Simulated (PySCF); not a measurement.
Species: H₇NSeSi₂.
Atom-mapped SMILES: `[NH2:1][SiH2:2][SiH2:3][SeH:4]` (hydrogens: H5, H6 on N1; H7, H8 on Si2; H9, H10 on Si3; H11 on Se4)

Level of theory: PySCF 2.14.0, PBE0-D3(BJ)/def2-SVP geometry optimisation, gas phase.

**Question.** Give the optimised bond lengths and angles.

**Answer.** 
```
           bond  length (Å)   order
         N1–Si2       1.735  single
        Si2–Si3       2.341  single
        Si3–Se4       2.295  single
   N1–H5, N1–H6       1.014  single
 Si2–H7, Si2–H8       1.500  single
Si3–H9, Si3–H10       1.496  single
        Se4–H11       1.472  single
```

Bonds in one row agree within 0.01 Å and their mean is given. Orders are formal, as drawn. A selection of angles:
```
      angle  degrees
  Si2–N1–H5    119.1
   H5–N1–H6    110.3
 N1–Si2–Si3    110.2
  N1–Si2–H7    116.9
  N1–Si2–H8    107.6
 Si3–Si2–H7    106.6
  H7–Si2–H8    106.9
Si2–Si3–Se4    107.7
 Si2–Si3–H9    112.3
Si2–Si3–H10    112.7
 Se4–Si3–H9    103.9
Se4–Si3–H10    111.7
 H9–Si3–H10    108.2
Si3–Se4–H11     93.1
```

Torsions: N1–Si2–Si3–Se4 179° (antiperiplanar); H11–Se4–Si3–Si2 53° (synclinal). The mirror-image conformer, all signs reversed, is as good.

Se4 (selenium bonded to Si and H) is bent (angle 93.1°). N1 (silicon-bound nitrogen) has angles 119.2°, 119.1° and 110.3°, sum 348.5°, 0.23 Å off the plane of its three neighbours. The 4 heavy atoms lie in one plane (0.005 Å rms). Si3 (SiH2 silicon) is distorted tetrahedral (angles from 103.9° to 112.7°). Si2 (SiH2 silicon) is distorted tetrahedral (angles from 106.6° to 116.9°).

PBE0-D3(BJ)/def2-SVP frequencies: not computed here. One conformer, not necessarily the lowest (H–N1–Si2–Si3 -55° and 165°, N1–Si2–Si3–Se4 179°, Si2–Si3–Se4–H 53°).
